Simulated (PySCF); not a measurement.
Problem. Write Cartesian coordinates for `FB(F)c1ccsc1` as optimised with PBE0-D3(BJ)/def2-SVP.

Solution. 
```
atom  x, y, z in Å
F1     2.830    1.033    0.076
B2     2.051   -0.037    0.117
F3     2.650   -1.206    0.266
C4     0.520    0.081   -0.002
C5    -0.417   -1.003    0.027
C6    -1.714   -0.592   -0.101
S7    -1.819    1.119   -0.259
C8    -0.125    1.293   -0.154
H9    -0.128   -2.049    0.140
H10   -2.619   -1.198   -0.112
H11    0.332    2.281   -0.206
```

Any rigid rotation of these coordinates is as good. Atoms count from 1 in this order. The 3 C–C bonds span 1.367 Å (C5–C6, aromatic) to 1.433 Å (C4–C5, aromatic), a spread of 0.066 Å. The 5-membered ring C4–C5–C6–S7–C8 has internal angles of 92.0° to 113.0°; it is planar, 0.00 Å rms from its mean plane, widest ring torsion 0°. S7 (thiophene-type sulfur) is bent (angle 92.0°). The 8 heavy atoms lie in one plane (0.001 Å rms).

Bonds between heavy atoms (Å): F1–B2 1.324, B2–F3 1.322, B2–C4 1.540, C4–C5 1.433, C5–C6 1.367, C6–S7 1.722, S7–C8 1.706, C4–C8 1.381.

Computed, not measured: PBE0-D3(BJ)/def2-SVP geometry optimisation, gas phase in PySCF.

Point group: Cs (tolerance 0.08 Å). Not checked by PBE0-D3(BJ)/def2-SVP frequencies.
